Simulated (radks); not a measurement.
Ir2+, 75 electrons, occupied as [Xe] 4f14 5d7.

Calculated with a radial shooting solver on a logarithmic mesh with Libxc functionals: Dirac Kohn-Sham, BP86, spin-unpolarised, spherical densities, point nucleus; open shells are shared between the two j in proportion to 2j + 1.

Energy parts (eV):
| part | energy |
|---|---|
| total | -485972.08 |
| kinetic | 554001.47 |
| electron-nucleus | -1218517.11 |
| Hartree | 188083.71 |
| exchange-correlation | -9540.15 |

Orbitals (lengths in bohr, moments of r in powers of bohr):
| orbital | occ. | eigenvalue (eV) | <r^4> | <r> | <r^2> | small-component weight |
|---|---|---|---|---|---|---|
| 1s1/2 | 2 | -76048.40 | 4.806e-07 | 0.01743 | 0.0004193 | 8.51e-02 |
| 2s1/2 | 2 | -13307.48 | 0.00007077 | 0.07294 | 0.006357 | 1.94e-02 |
| 2p1/2 | 2 | -12747.23 | 0.00004231 | 0.06016 | 0.004516 | 1.95e-02 |
| 2p3/2 | 4 | -11118.82 | 0.00006392 | 0.06848 | 0.005709 | 1.74e-02 |
| 3s1/2 | 2 | -3125.924 | 0.002590 | 0.1899 | 0.04137 | 6.44e-03 |
| 3p1/2 | 2 | -2875.142 | 0.002270 | 0.1801 | 0.03782 | 6.39e-03 |
| 3p3/2 | 4 | -2518.610 | 0.003078 | 0.1954 | 0.04431 | 5.79e-03 |
| 3d3/2 | 4 | -2100.303 | 0.002061 | 0.1705 | 0.03413 | 5.68e-03 |
| 3d5/2 | 6 | -2023.284 | 0.002260 | 0.1752 | 0.03590 | 5.52e-03 |
| 4s1/2 | 2 | -680.7916 | 0.05931 | 0.4231 | 0.2023 | 2.16e-03 |
| 4p1/2 | 2 | -575.0171 | 0.06394 | 0.4266 | 0.2073 | 2.07e-03 |
| 4p3/2 | 4 | -490.6880 | 0.08634 | 0.4604 | 0.2411 | 1.84e-03 |
| 4d3/2 | 4 | -317.4460 | 0.1063 | 0.4719 | 0.2578 | 1.64e-03 |
| 4d5/2 | 6 | -301.7978 | 0.1166 | 0.4832 | 0.2701 | 1.58e-03 |
| 4f5/2 | 6 | -81.5597 | 0.2571 | 0.5314 | 0.3460 | 1.19e-03 |
| 4f7/2 | 8 | -78.4398 | 0.2737 | 0.5391 | 0.3564 | 1.17e-03 |
| 5s1/2 | 2 | -115.5830 | 1.689 | 0.9787 | 1.075 | 5.19e-04 |
| 5p1/2 | 2 | -82.3980 | 2.487 | 1.065 | 1.282 | 4.38e-04 |
| 5p3/2 | 4 | -68.8054 | 3.574 | 1.163 | 1.532 | 3.72e-04 |
| 5d3/2 | 2.8 | -25.3284 | 15.51 | 1.592 | 2.965 | 1.99e-04 |
| 5d5/2 | 4.2 | -24.0112 | 17.80 | 1.647 | 3.174 | 1.86e-04 |

The highest occupied level is 5d5/2 at -24.011 eV. For comparison, the ionisation energy in NIST's Atomic Spectra Database is 28 eV (theoretical). In exact Kohn-Sham theory the highest level is minus the ionisation energy, but local and semilocal functionals leave it too shallow, through self-interaction and a potential that decays too fast; potentials with the right tail come closer.

Beside tabulated values, note that spin-unpolarised runs miss the spin-polarisation part of the exchange energy of open shells.
